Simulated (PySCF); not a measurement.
Non-relativistic Hamiltonian, equivalent nuclei averaged, single conformer, no solvent model. σ from GIAO-PBE0/pcSseg-1; coordinates at the GFN2-xTB level; PySCF 2.14.0 with density-fitted response routines.

Scale: ¹H, ¹³C against TMS (reference shieldings calculated alike). Shifts are as computed. Against solution values, carbons near 30 ppm lie about +3 ppm off and those near 130 ppm about +5 ppm. Of 1211 compounds with measured shifts, 218 miss one by over three times the rms of a fit or turn the order of signals round; such compounds aren't used in these exercises. OH and NH positions are gas-phase values without hydrogen bonding to other molecules.

(1) Order these molecules by the shift of their most deshielded carbon-bound hydrogen, lowest δ first.
A. O=COC1(C(F)(F)F)CC1
B. C/N=C/c1cccnc1
C. Cc1c(C#N)nnn1C

(2) How many ¹³C and ¹H signals does each give (equivalence by symmetry and fast rotation, but not about amide C–N or C=N bonds)? `O=COC1(C(F)(F)F)CC1`, `C/N=C/c1cccnc1`, `N#Cc1ccn[nH]1`, `Cc1c(C#N)nnn1C`

Results:

(1) C (4.07 ppm, hydrogen on a methyl carbon bonded to N), A (8.02 ppm, hydrogen on an ester carbonyl carbon), B (8.96 ppm, hydrogen on an aromatic CH next to a ring nitrogen).

(2) O=COC1(C(F)(F)F)CC1: 4 C, 3 H; C/N=C/c1cccnc1: 7 C, 6 H; N#Cc1ccn[nH]1: 4 C, 3 H; Cc1c(C#N)nnn1C: 5 C, 2 H.
